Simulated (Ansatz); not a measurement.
Species: sum formula YOBr, net charge 0, singlet state. 
Geometry from a B3LYP-D3(BJ)/def2-TZVP (Ansatz, a quantum-chemistry and plane-wave program) optimisation:
```
Y
O 1 1.8091
Br 1 2.6836 2 119.43
```
Charge 0, spin multiplicity 1.

Total electronic energies in hartree. Valence correlation only, unless marked. No spin-orbit coupling. The frozen core is the preceding noble-gas configuration, with the filled d and f shells of earlier blocks. Past Kr the def2 sets carry scalar-relativistic core potentials. STO-3G rows are all-electron and non-relativistic. CBS(X,Y): correlation extrapolated as X^-3; Hartree-Fock from the larger set.

```csv
level,program,energy (Eh)
RI-HF/def2-TZVPP,Ansatz,-2685.29987
RI-HF/def2-TZVPPD,Ansatz,-2685.30075
B3LYP/def2-TZVPD,Ansatz,-2687.88502
RPA@PBE/def2-QZVPP,Ansatz,-2686.11193
"RI-MP2/CBS(def2-TZVPPD,def2-QZVPPD)",Ansatz,-2685.9097
SCS-MP2/STO-3G,Ansatz,-5916.19857
SCS-MP2/def2-QZVPPD,Ansatz,-2685.86878
CCSD(T)/def2-QZVPP,Ansatz,-2685.89935
"CCSD(T)/CBS(def2-TZVPPD,def2-QZVPPD)",Ansatz,-2685.9285
```

Totals of different functionals don't rank their quality; only differences between species are comparable.
